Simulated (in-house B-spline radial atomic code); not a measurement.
A fraction x of an electron is moved 3p → 4p in the iron ion Fe⁺, starting from [Ar] 3d6 4s1 and keeping the highest spin. Method: non-relativistic OLYP, spin-polarised, spherical fractional occupations, point nucleus. Calculated with a B-spline radial code for spherical atoms.

```json
{"x": "0", "E(x) - E(0) (eV)": "0.0000", "3p down level (eV)": "-65.231", "4p up level (eV)": "-"}
{"x": "0.125", "E(x) - E(0) (eV)": "7.2588", "3p down level (eV)": "-66.143", "4p up level (eV)": "-7.750"}
{"x": "0.25", "E(x) - E(0) (eV)": "14.5982", "3p down level (eV)": "-67.059", "4p up level (eV)": "-8.023"}
{"x": "0.375", "E(x) - E(0) (eV)": "22.0179", "3p down level (eV)": "-67.979", "4p up level (eV)": "-8.300"}
{"x": "0.5", "E(x) - E(0) (eV)": "?", "3p down level (eV)": "?", "4p up level (eV)": "?"}
{"x": "0.625", "E(x) - E(0) (eV)": "37.0991", "3p down level (eV)": "-69.825", "4p up level (eV)": "-8.853"}
{"x": "0.75", "E(x) - E(0) (eV)": "44.7613", "3p down level (eV)": "-70.750", "4p up level (eV)": "-9.125"}
{"x": "0.875", "E(x) - E(0) (eV)": "?", "3p down level (eV)": "?", "4p up level (eV)": "?"}
{"x": "1", "E(x) - E(0) (eV)": "60.3317", "3p down level (eV)": "-72.599", "4p up level (eV)": "-9.659"}
```

Problem. What belongs in the row x = 0.5?

Solution. An energy change of 29.5181 eV; 3p down at -68.901 eV, 4p up at -8.577 eV.

Problem. What belongs in the row x = 0.875?

Solution. An energy change of 52.5054 eV; 3p down at -71.675 eV, 4p up at -9.394 eV.

Problem. Check Janak's theorem between x = 0.125 and 0.25.

Solution. The slope of the energy is 58.72 eV; the orbital levels give 58.71 eV (ε of the receiving orbital less ε of the emptying one, averaged over the two points).
